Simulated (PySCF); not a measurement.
C₈H₇O (doublet state).
Numbering: `[CH:1]#[C:2][C:3]1=[C:4]([CH:5]=[O:6])[CH2:7][CH:8][CH2:9]1` (hydrogens: H10 on C1; H11 on C5; H12, H13 on C7; H14 on C8; H15, H16 on C9)

Geometry (GFN2-xTB, Å), atoms numbered from 1 in this order:
```
atom  x, y, z in Å
C1     2.8449   -1.1991   -0.7414
C2     1.7419   -0.8350   -0.4281
C3     0.4500   -0.4470   -0.0512
C4    -0.0923    0.7887   -0.1709
C5     0.5757    1.9505   -0.7187
O6     0.0858    3.0518   -0.8223
C7    -1.5040    0.8142    0.3442
C8    -1.7266   -0.5803    0.7864
C9    -0.5236   -1.4140    0.5593
H10    3.8108   -1.4984   -1.0211
H11    1.6141    1.7491   -1.0508
H12   -1.6155    1.5499    1.1537
H13   -2.2046    1.1397   -0.4382
H14   -2.6382   -0.9446    1.2152
H15   -0.1187   -1.8507    1.4838
H16   -0.7070   -2.2661   -0.1112
```

The hyperfine couplings belong to this conformer and change with its torsions.

Method: UKS B3LYP, pcH-1 on C H O, non-relativistic, mean-field spin-orbit, GIAO in PySCF. Geometry: GFN2-xTB, one conformer, isolated molecule. Couplings are sensitive to structure, and on GFN2-xTB geometries they can be far from those on DFT ones. The SCF solution wasn't tested for stability.

**Question.** What is the g tensor, term by term?

**Answer.** 
```
                    Δg (ppm)     1     2     3
relativistic mass correction  -136  -136  -136
            gauge correction     1    21    19
   orbital Zeeman/spin–orbit    -7   565   774
                       total  -142   450   657
```

So g = 2.00218, 2.00277, 2.00298 and g_iso = 2.00264; the tensor is rhombic: the two nearest values differ by 26 % of g3 − g1. Axes: g3 points within 5° of the C8–H14 bond.

**Question.** What effective moment and Curie constant follow for a powder?

**Answer.** With the mean of g² = 4.0106 and S(S+1) = 0.75: μ_eff = √(⟨g²⟩S(S+1)) = 1.734 μB and χT = 0.12505·⟨g²⟩·S(S+1) = 0.376 cm³ K/mol (cgs; spin-Hamiltonian part alone).

**Question.** What are the electron Larmor frequencies g μB B/h along the three axes at 330 mT?

**Answer.** 9.2476, 9.2503, 9.2513 GHz for g1, g2 and g3, a range of 3.7 MHz.

**Question.** In a frozen sample, at which fields do the three g values resonate at 9.5, 34, 94 and 263 GHz (hyperfine left aside), and which band first spreads them over more than twice a line width of 0.3 mT?

**Answer.** 
```
band    GHz  B(g3) mT  B(g2) mT  B(g1) mT  spread mT
   X    9.5    338.87    338.91    339.01       0.14
   Q   34.0   1212.81   1212.93   1213.29       0.48
   W   94.0   3353.05   3353.40   3354.39       1.34
   J  263.0   9381.42   9382.38   9385.16       3.74
```

The spread grows in proportion to the frequency. W band is the first where it exceeds 0.6 mT.

Largest spin populations (Mulliken): C8 (+1.03), C7 (-0.09) and C9 (-0.09). C8 is the only atom above +0.15. The positive populations add up to 1.22 and the negative ones to -0.22, together 2S = 1. The angles at C8 add up to 360.0°, so it is planar; its axial dipolar tensor and the negative coupling of its proton fit spin in a p orbital normal to that plane.

The HOMO–LUMO gaps are 3.12 eV among the α and 4.70 eV among the β orbitals.
